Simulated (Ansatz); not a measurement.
Ansatz results at the PBE0-D4/def2-TZVP geometry: HOMO–LUMO gap (B3LYP/def2-TZVPP) 7.02 eV; HOMO energy (PBE0/def2-TZVPP) -7.81 eV; HOMO energy (ωB97M-V/def2-TZVPP) -9.97 eV.

Each molecule was computed in one conformer, which needn't be the lowest.

**Question.** Which molecule gave them?
A. `OB1CO1`
B. `N[B]([GeH3])CF`
C. `O=C1CBO1`
D. `B[C](=C)[AlH][F]`

**Answer.** B. The others give `O=C1CBO1`: 6.94, -8.57, -10.94; `B[C](=C)[AlH][F]`: 5.15, -7.96, -10.14; `OB1CO1`: 7.91, -8.08, -10.42.

B3LYP here is the variant with VWN-RPA as its local correlation; programs differ in this.
